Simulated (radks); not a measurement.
N VII, configuration 1s1. Calculated with a radial shooting solver on a logarithmic mesh with Libxc functionals: non-relativistic Kohn-Sham, BLYP, spin-unpolarised, spherical densities, point nucleus; without spin polarisation the odd electron is poorly described.

Normalised radial functions P(r) = r R(r), r in bohr:

r	1s
0.009744	0.3356
0.01047	0.3588
0.01134	0.3864
0.01219	0.4127
0.01321	0.4439
0.01419	0.4738
0.01537	0.5090
0.01652	0.5425
0.0179	0.5821
0.01923	0.6197
0.02083	0.6637
0.02239	0.7055
0.02426	0.7543
0.02607	0.8003
0.02824	0.8538
0.03035	0.9041
0.03287	0.9621
0.03533	1.0162
0.03796	1.0720
0.04113	1.1357
0.0442	1.1944
0.04788	1.2608
0.05145	1.3213
0.05574	1.3889
0.0599	1.4495
0.06489	1.5162
0.06973	1.5749
0.07554	1.6379
0.08118	1.6918
0.08794	1.7479
0.0945	1.7939
0.1024	1.8391
0.11	1.8734
0.1192	1.9034
0.1281	1.9222
0.1387	1.9328
0.1491	1.9323
0.1615	1.9197
0.1736	1.8968
0.1865	1.8627
0.2021	1.8114
0.2172	1.7530
0.2352	1.6752
0.2528	1.5941
0.2739	1.4928
0.2943	1.3929
0.3188	1.2741
0.3426	1.1621
0.3712	1.0344
0.3989	0.9188
0.4321	0.7924
0.4643	0.6827
0.503	0.5678
0.5406	0.4722
0.5856	0.3766
0.6293	0.3008
0.6817	0.2287
0.7326	0.1744
0.7936	0.1254
0.8529	0.0906

1s: eigenvalue -610.86 eV, 0 radial nodes, <r> = 0.217 bohr, 90 % of the charge inside 0.386 bohr.
